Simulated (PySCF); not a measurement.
**Calculated properties of `CC#C/C(=C\[SiH2]CF)CC`**

Species: C8H13FSi.
SMILES with atom numbers: `[CH3:1][C:2]#[C:3]/[C:4](=[CH:5]\[SiH2:6][CH2:7][F:8])[CH2:9][CH3:10]` (hydrogens: H11, H12, H13 on C1; H14 on C5; H15, H16 on Si6; H17, H18 on C7; H19, H20 on C9; H21, H22, H23 on C10)

Structure used (GFN2-xTB), in Å, numbered top down from 1:
```
atom  x, y, z in Å
C1    -1.4592   -3.3518   -0.3668
C2    -1.0965   -1.9547   -0.3156
C3    -0.7728   -0.7959   -0.2727
C4    -0.4571    0.5813   -0.2435
C5     0.7909    1.0032    0.0066
Si6    2.2425   -0.1355    0.3180
C7     3.7833    0.9860    0.5531
F8     4.0661    1.6737   -0.6128
C9    -1.6124    1.5125   -0.4978
C10   -2.6606    1.4102    0.6102
H11   -2.4381   -3.5029    0.0888
H12   -1.5010   -3.6855   -1.4039
H13   -0.7226   -3.9516    0.1672
H14    0.9636    2.0735    0.0071
H15    2.1112   -0.9009    1.5655
H16    2.5106   -1.0353   -0.8071
H17    4.6804    0.4120    0.7939
H18    3.6454    1.7451    1.3273
H19   -1.2451    2.5386   -0.5632
H20   -2.0764    1.2510   -1.4531
H21   -3.4859    2.0907    0.4133
H22   -3.0499    0.3964    0.6697
H23   -2.2212    1.6670    1.5718
```

Among its groups: alkyne, C=C double bond, C–F bond, Si–H bond and C–Si bond.

From GFN2-xTB geometry:

* Point group of the GFN2-xTB geometry: C1
* Rotational constants A, B, C of the GFN2-xTB geometry: 1.411, 0.542, 0.415 GHz

**PBE0/pcSseg-1 ground state and GIAO shieldings, non-relativistic (PySCF)**

- Dipole moment: 2.73 D
- HOMO energy: -6.82 eV
- LUMO energy: -1.00 eV
- HOMO–LUMO gap: 5.82 eV
- Lowest Hirshfeld atomic charge: -0.15 e on C5
- Highest Hirshfeld atomic charge: +0.32 e on Si6
- 13C chemical shifts (computed TMS as zero) by class: 157.3 (C4), 132.0 (C5), 104.0 (C2), 86.3 (C3), 78.8 (C7), 41.1 (C9), 17.3 (C10), 5.7 (C1) ppm
- 1H chemical shifts (computed TMS as zero) by class: 6.21 (H14), 5.01 (H17/H18), 4.46 (H15/H16), 2.35 (H19/H20), 2.28 (H11/H12/H13), 1.22 (H21/H22/H23) ppm
- Isotropic shieldings of nuclei other than C and H, by class: 470 (F8), 409 (Si6) ppm
- Mayer bond orders between heavy atoms: C1–C2 1.25, C2–C3 2.34, C3–C4 1.05, C4–C5 1.88, C5–Si6 0.90, Si6–C7 0.90, C7–F8 0.84, C4–C9 1.06, C9–C10 1.05

Monoisotopic mass (most abundant isotopes): 156.0771 u.

In atomic units the dipole is 1.07 e·bohr (1 au = 2.5417 D). The rotational constants make it an asymmetric top with κ = (2B − A − C)/(A − C) = -0.75, nearer the prolate limit (−1). With B = h/(8π²I), that is 505.379 GHz u Å² over I, the principal moments of inertia are 358.1, 933.0 and 1216.5 u Å² (most abundant isotopes); the inertial defect Ic − Ia − Ib is -74.6 u Å² (zero for a rigid planar frame, negative otherwise).

Isolated species at its GFN2-xTB geometry (one conformer only). NMR classes are plain means over equivalent atoms (diastereotopic ones count apart unless rotation or inversion swaps them), as if these changed places fast; in this geometry the members of some classes differ.
